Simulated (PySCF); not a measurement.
## Simulated absorption spectrum

Species: C4H6O4S.
SMILES: `O=S(=O)(C(=C)C(O)=O)C`

Theory: TDDFT PBE0/def2-SVPD, vertical, gas phase, core orbitals frozen in the response (PySCF). Geometry: GFN2-xTB, one conformer, isolated molecule. Torsions of this conformer, `[CH2:1]=[C:2]([C:3](=[O:4])[OH:5])[S:6]([CH3:7])(=[O:8])=[O:9]`: C1–C2–C3–O4 -145°, C1–C2–S6–C7 116°, H–O5–C3–C2 178°.

Broadening: Gaussians 0.4 eV wide at half height, area fixed by f = 4.319×10⁻⁹ ∫ε dν̃. The width is an assumption, not a result. The curve ends short of the highest state used, and states not computed would add to its high-energy end.

```
λ (nm)  ε (L mol⁻¹ cm⁻¹)
 203.5              1174
 207.1              1018
 210.7               633
 214.3               313
 217.9               182
 221.5               185
 225.1               229
 228.7               261
 232.3               277
 235.9               299
 239.5               350
 243.1               429
 246.7               507
 250.3               542
 253.9               506
 257.5               410
 261.1               289
 264.7               178
 268.3                97
 271.9                47
 275.5                21
 279.1                 8
 282.7                 3
 286.3                 1
```

Question: Locate the maxima and give the states behind the curve.

Answer: 250 nm (4.95 eV), ε about 540, made up of S1 (93%); 204 nm (6.09 eV), ε about 1200, made up of S4 (98%) (ε in L mol⁻¹ cm⁻¹; maxima over ε = 5, shares over 10%). The states used: S1 4.93 eV (f 0.0075); S2 5.23 eV (f 0.0021); S3 5.48 eV (f 0.0028); S4 6.07 eV (f 0.017); S5 6.42 eV (f 0.0002); S6 6.69 eV (f 0.194).

Question: Coming from long wavelengths, where does ε first pass 100 L mol⁻¹ cm⁻¹?

Answer: At about 268 nm (4.62 eV), 0.31 eV below S1.

Question: On this curve, what absorbance would a 10⁻³ mol/L sample give at 248 nm over a 1 cm path?

Answer: 248 nm is 4.999 eV, where ε is about 530 L mol⁻¹ cm⁻¹, so A = ε c l ≈ 0.53 (Beer–Lambert, with the gas-phase spectrum and the assumed width).

Question: What would ε be at 6.09 eV, the highest of these maxima, with half the width (0.2 eV)?

Answer: About 2260 L mol⁻¹ cm⁻¹ against 1170, a factor of about 1.9; a lone state at its own centre would give exactly 2.

Time: 87 s; peak memory 0.95 GiB. Hardware: Arm Neoverse N1, one thread, shared host.
